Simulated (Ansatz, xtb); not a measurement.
C4H13BO: which of two conformers lies lower

Structure X is `C[BH2-][OH+]C(C)C`, a singlet and structure Y is `C[BH2-][OH+]C(C)C`, a singlet. Both are isolated molecules in the gas phase, relaxed with PBE0-D4/def2-SVP.

X (Å):

```yaml
atoms:
  - { symbol: C, position_ang: [0.5849, -3.3212, -1.0365] }
  - { symbol: C, position_ang: [0.2373, -0.2182, 0.2432] }
  - { symbol: C, position_ang: [1.4354, 0.7054, 0.2551] }
  - { symbol: C, position_ang: [-0.9811, 0.3350, 0.9489] }
  - { symbol: B, position_ang: [-0.1186, -2.8920, 0.3314] }
  - { symbol: O, position_ang: [0.6270, -1.4827, 0.8290] }
  - { symbol: H, position_ang: [1.6678, -3.5015, -0.9299] }
  - { symbol: H, position_ang: [0.4430, -2.6028, -1.8636] }
  - { symbol: H, position_ang: [0.1353, -4.2690, -1.3794] }
  - { symbol: H, position_ang: [0.1145, -3.6068, 1.3003] }
  - { symbol: H, position_ang: [-1.3049, -2.5835, 0.2456] }
  - { symbol: H, position_ang: [0.5888, -1.4398, 1.7931] }
  - { symbol: H, position_ang: [-0.0198, -0.4895, -0.7909] }
  - { symbol: H, position_ang: [1.1971, 1.6460, -0.2629] }
  - { symbol: H, position_ang: [1.7327, 0.9565, 1.2865] }
  - { symbol: H, position_ang: [2.2915, 0.2363, -0.2495] }
  - { symbol: H, position_ang: [-1.8003, -0.3970, 0.9347] }
  - { symbol: H, position_ang: [-1.3249, 1.2534, 0.4513] }
  - { symbol: H, position_ang: [-0.7479, 0.5940, 1.9960] }
```

Y (Å):

```xyz
19

C    -1.4662    0.5442    2.0782
C    -1.0692   -0.1470   -1.7867
C    -2.4164   -0.6440   -2.2639
C    -0.4048    0.8382   -2.7232
B    -1.2183   -0.4826    0.8764
O    -1.1854    0.4697   -0.4828
H    -2.4315    1.0818    2.0176
H    -1.5002   -0.0226    3.0238
H    -0.6666    1.2965    2.1873
H    -0.1129   -1.0071    0.8350
H    -2.1352   -1.2760    0.6759
H    -1.9276    1.0903   -0.4622
H    -0.4005   -0.9984   -1.5936
H    -2.8629   -1.3222   -1.5242
H    -2.3051   -1.1864   -3.2140
H    -3.1080    0.1972   -2.4424
H    -0.2164    0.3677   -3.6993
H    -1.0460    1.7184   -2.8950
H     0.5544    1.1807   -2.3105
```

Task: Which of the two would you expect CCSD(T)/def2-SVP + ΔMP2/def2-TZVPP electronic energies to favour?

Result: CCSD(T)/def2-SVP + ΔMP2/def2-TZVPP gives E(Y) − E(X) = −0.09 kcal/mol, slightly favouring structure Y, which is too small a margin to settle the true order.

Level by level:

| level | geometry | E(Y) − E(X) (kcal/mol) | departure from the last row (kcal/mol) | job, with rough time for the two |
| --- | --- | --- | --- | --- |
| PBE0-D4/def2-SVP | PBE0-D4/def2-SVP | −0.08 | +0.01 | optimisation, 2.2 min |
| HF/def2-SVP | PBE0-D4/def2-SVP | −0.17 | −0.09 | part of the CCSD(T) run |
| MP2/def2-SVP | PBE0-D4/def2-SVP | −0.02 | +0.07 | part of the CCSD(T) run |
| CCSD(T)/def2-SVP | PBE0-D4/def2-SVP | −0.04 | +0.05 | single point |
| CCSD(T)/def2-SVP + ΔMP2/def2-TZVPP | PBE0-D4/def2-SVP | −0.09 |  | single point, 2.7 min |

The largest departure from CCSD(T)/def2-SVP + ΔMP2/def2-TZVPP is that of HF/def2-SVP, 0.09 kcal/mol. Levels run at GFN2-xTB geometries aren't shown. The last row adds to CCSD(T) the change of the MP2 difference between the two basis sets, here −0.05 kcal/mol.

With thermal terms from frequencies at re-optimised GFN2-xTB minima (ideal gas, soft modes damped towards free rotors, one conformer each, 298.15 K, 1 atm): the zero-point term adds −0.03 kcal/mol; ΔH is −0.10 and ΔG −0.18 kcal/mol.

The correlated steps freeze 6 core orbitals. Programs: Ansatz 0.2.0, xtb 6.7.1; the last row on 2 threads of Arm Neoverse V1 on a shared host.
